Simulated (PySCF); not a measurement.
Species: C6H9GaN2.
SMILES: `C=[N][GaH2-][n+]1ccccc1`

All values: B3LYP/def2-SVPD (PySCF, non-relativistic), on one gas-phase PBE0-D3(BJ)/def2-SVP geometry that isn't relaxed in the solvent. The solvent is an IEF-PCM continuum (van der Waals radii × 1.2), and excitations are vertical TDDFT with non-equilibrium linear response and a frozen core. Specific hydrogen bonds and non-electrostatic terms are outside this model. Spin–orbit coupling is left out although an atom past zinc is present.

Gas-phase singlets (H = HOMO, L = LUMO):

| state | E (eV) | λ (nm) | f | leading configuration |
| --- | --- | --- | --- | --- |
| S1 | 2.807 | 442 | 0.000 | H→L 100% |
| S2 | 3.345 | 371 | 0.000 | H→L+1 95% |
| S3 | 3.894 | 318 | 0.000 | H→L+2 95% |
| S4 | 4.346 | 285 | 0.034 | H-1→L 99% |
| S5 | 4.877 | 254 | 0.008 | H-1→L+1 96% |

Task: Give the list for acetonitrile (ε = 35.69), n² = 1.81.

Result: 
```tsv
state	E (eV)	λ (nm)	f	leading configuration	change by rank (eV)
S1	3.547	350	0.000	H→L 99%	+0.740
S2	3.747	331	0.000	H→L+2 59%	+0.402
S3	4.246	292	0.000	H→L+1 60%	+0.352
S4	5.198	239	0.057	H-1→L 95%	+0.852
S5	5.267	235	0.020	H→L+3 88%	+0.390
```

Task: How do the frontier levels move from gas to acetonitrile?

Result: 
| orbital | gas (eV) | solvent (eV) | change (eV) |
| --- | --- | --- | --- |
| LUMO+2 | -0.07 | -0.39 | -0.32 |
| LUMO+1 | -1.49 | -1.11 | +0.38 |
| LUMO | -2.07 | -1.67 | +0.40 |
| HOMO | -5.56 | -5.92 | -0.36 |
| HOMO-1 | -7.08 | -7.55 | -0.47 |
| HOMO-2 | -8.25 | -7.85 | +0.40 |
| HOMO-3 | -8.59 | -8.65 | -0.06 |

The HOMO–LUMO gap goes from 3.50 to 4.25 eV.

Time: 2.0 min wall; peak memory 1.3 GiB. Hardware: Arm Neoverse N1, one thread, shared host with 64 logical CPUs at a one-minute load of 56. This is the whole response run at B3LYP/def2-SVPD in acetonitrile, SCF included.

Shape of the structure used: `[CH2:1]=[N:2][GaH2-:3][n+:4]1[cH:5][cH:6][cH:7][cH:8][cH:9]1`: C1–N2–Ga3–N4 180°, N2–Ga3–N4–C5 0°.
